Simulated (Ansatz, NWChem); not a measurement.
# From NWChem to Ansatz

NWChem 7.3.0 runs this on CH3Cl3Si (methyltrichlorosilane):

mol.nw:
```
start mol
memory total 2200 mb

geometry noautosym nocenter noautoz
  C     -0.728900    -0.279600     0.686100
  Si     0.568900     0.197900    -0.528700
  Cl     2.360400    -0.640000    -0.033600
  Cl     0.065900    -0.429500    -2.402200
  Cl     0.801200     2.223000    -0.573800
  H     -0.844500    -1.365200     0.700800
  H     -0.448300     0.061100     1.684800
  H     -1.682600     0.175200     0.410800
end

basis spherical bse
  * library 6-311G**
end

dft
  xc b3lyp
  grid fine
  convergence energy 1e-08
  maxiter 100
  mulliken
  print low
end

task dft gradient
```

```bash
$ nwchem mol.nw > mol.out
```

The coordinates come from a PBE0-D4/def2-TZVP relaxation.

It gives a total energy of -1710.281927 Eh.

**Question.** Write the same calculation for Ansatz 0.2.0 as an input file of the program's own.

**Answer.** For example:

in.yaml:
```yaml
crystal:
  periodic: [false, false, false]
  atoms:
    - symbol: C
      position_ang: [-0.728900, -0.279600, 0.686100]
    - symbol: Si
      position_ang: [0.568900, 0.197900, -0.528700]
    - symbol: Cl
      position_ang: [2.360400, -0.640000, -0.033600]
    - symbol: Cl
      position_ang: [0.065900, -0.429500, -2.402200]
    - symbol: Cl
      position_ang: [0.801200, 2.223000, -0.573800]
    - symbol: H
      position_ang: [-0.844500, -1.365200, 0.700800]
    - symbol: H
      position_ang: [-0.448300, 0.061100, 1.684800]
    - symbol: H
      position_ang: [-1.682600, 0.175200, 0.410800]
basis:
  gaussian:
    orbitals: 6-311G_st__st_-spherical.json
hamiltonian:
  xc: {name: B3LYP}
accuracy: high
output: {forces: true, orbitals: {seedname: orbitals}}
```

```bash
$ ansatz run in.yaml --threads 1 --pin off --max-ram 2610MiB --events-out events.jsonl --progress --plain --runs-dir runs
```

(Basis files named in the input come from the Basis Set Exchange and aren't shown.)

Its energy is -1710.281927 Eh, 0.000 mEh from the first.
